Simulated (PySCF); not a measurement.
3-silylpropylsilane (C3H12Si2), SMILES [SiH3]CCC[SiH3].

The structure is a stationary point at ωB97X-D3(BJ)/def2-SVP. Other conformers were not sampled.

Calculation: CAM-B3LYP/def2-TZVP run with PySCF.

Symmetry labels are those of the subgroup C2 that the program uses (full group C2).

Computed valence orbital energies around the gap with their symmetry:
```json
[
 {"orbital": "HOMO−7", "symmetry": "A", "energy (eV)": "-12.21"},
 {"orbital": "HOMO−6", "symmetry": "B", "energy (eV)": "-11.65"},
 {"orbital": "HOMO−5", "symmetry": "A", "energy (eV)": "-11.00"},
 {"orbital": "HOMO−4", "symmetry": "A", "energy (eV)": "-10.81"},
 {"orbital": "HOMO−3", "symmetry": "B", "energy (eV)": "-10.81"},
 {"orbital": "HOMO−2", "symmetry": "B", "energy (eV)": "-10.59"},
 {"orbital": "HOMO−1", "symmetry": "A", "energy (eV)": "-10.03"},
 {"orbital": "HOMO", "symmetry": "B", "energy (eV)": "-9.78"},
 {"orbital": "LUMO", "symmetry": "A", "energy (eV)": "1.39"},
 {"orbital": "LUMO+1", "symmetry": "B", "energy (eV)": "1.77"},
 {"orbital": "LUMO+2", "symmetry": "A", "energy (eV)": "2.19"},
 {"orbital": "LUMO+3", "symmetry": "B", "energy (eV)": "2.27"}
]
```
